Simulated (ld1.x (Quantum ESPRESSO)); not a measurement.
# Which change was made? (Rb, TM)

Rb, norm-conserving Troullier–Martins (Kleinman–Bylander form), made with ld1.x (Quantum ESPRESSO) 7.5 (LDA (PZ), fully relativistic). Core [Kr], reference 4d0 5s0.75 5p0 (charge +0.25). Waves: 5s (bound): rc 4.20 bohr; 4d (bound, empty): rc 4.20 bohr; 5p (bound, empty): rc 4.20 bohr. Local part: the p channel. Core correction: a·sin(br)/r model core inside 3.60 bohr.

Open shells are filled in proportion to 2j + 1 (rel_dist='average').

Cutoffs, loose and tight: the cutoffs (Ry, on a coarse ladder) from which the occupation-weighted sum of valence levels, in a spherical-Bessel basis at the reference potential, stays within 10 and 1 mRy of its value at 400 Ry. They do not see the model core or the augmentation charge, which bear on the density cutoff. Test errors are all-electron minus pseudo excitation energies from the reference, over the configurations 4d0 5s1 5p0; 4d0 5s0.5 5p0; 4d0 5s0 5p1; 4d0.5 5s0.5 5p0; 4d1 5s0 5p0; variants that change the core or the reference have their own tests.

The base gives: outcome: generated; cutoff, loose: 6 Ry; cutoff, tight: 6 Ry; bound ghosts: s; largest test error (meV): -2.5.

(1) After one change the result is: outcome: generated; cutoff, loose: 6 Ry; cutoff, tight: 6 Ry; bound ghosts: none; largest test error (meV): -6.6. Which change was it?
A. type RRKJ; rho0 0.01
B. functional PBEsol
C. wave 5s (bound): rc 4.20 bohr becomes 5s (bound): rc 5.06 bohr

Results:

(1) C. The others give: functional PBEsol → outcome: generated; cutoff, loose: 6 Ry; cutoff, tight: 6 Ry; bound ghosts: s; largest test error (meV): +4.7 | type RRKJ; rho0 0.01 → outcome: failed: compute_chi: n is too large.
